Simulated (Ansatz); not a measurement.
`[F][GeH2][SiH3]` + HBr → `[F][GeH2][Br]` + SiH₄ at 600 K and 1 bar (cleavage of the Ge–Si bond).

Calculated with Ansatz (gas phase, PBE0-D4/def2-TZVP geometries, no zero-point term in ΔE). CCSD(T)/CBS is the MP2 limit (def2-TZVPP, def2-QZVPP) plus CCSD(T) − MP2 in def2-TZVPP, frozen cores. This one scheme is used for every species. For Br, Ge outer-core shells are correlated without core-valence functions, which leaves a few kJ/mol of doubt a bond. Scalar relativity is left out up to krypton.

```csv
species,CCSD(T)/CBS energy (Eh),H − E (kJ/mol),S (J/(mol·K))
`[F][GeH2][SiH3]`,-2468.01111,164.0,403.0
HBr,-2573.91920,33.5,219.1
`[F][GeH2][Br]`,-4750.49448,87.6,359.4
SiH₄,-291.46306,108.7,242.3
```

H − E and S are ideal-gas, rigid-rotor, harmonic terms from PBE0-D4/def2-TZVP. 1 Eh = 2625.50 kJ/mol, R = 8.31446 J/(mol·K).

**Question.** By hand: ΔE, ΔH, ΔS and ΔG.

**Answer.** ΔE = (-4750.49448) + (-291.46306) − (-2468.01111) − (-2573.91920) = -0.02723 Eh = -71.5 kJ/mol. Δ(H − E) = 87.6 + 108.7 − 164.0 − 33.5 = -1.2, so ΔH = -72.7 kJ/mol. ΔS = 359.4 + 242.3 − 403.0 − 219.1 = -20.4 J/(mol·K). ΔG = -72.7 − 600 × (-20.4)/1000 = -60.5 kJ/mol.

**Question.** By hand: the equilibrium constant, and the temperature at which ΔG would vanish if ΔH and ΔS stayed fixed.

**Answer.** log₁₀ K = −ΔG/(RT ln 10) = 5.3. ΔG = 0 at ΔH/ΔS = 3564 K, far beyond where these terms or the molecules hold.

ΔH outweighs TΔS. A doubt of 5 kJ/mol in ΔE shifts log₁₀ K by 0.4 here. These are equilibria of isolated gas molecules and say nothing of rates. Largest T1 diagnostic: 0.012 (customary marks: 0.02 for closed shells, 0.045 for open ones).
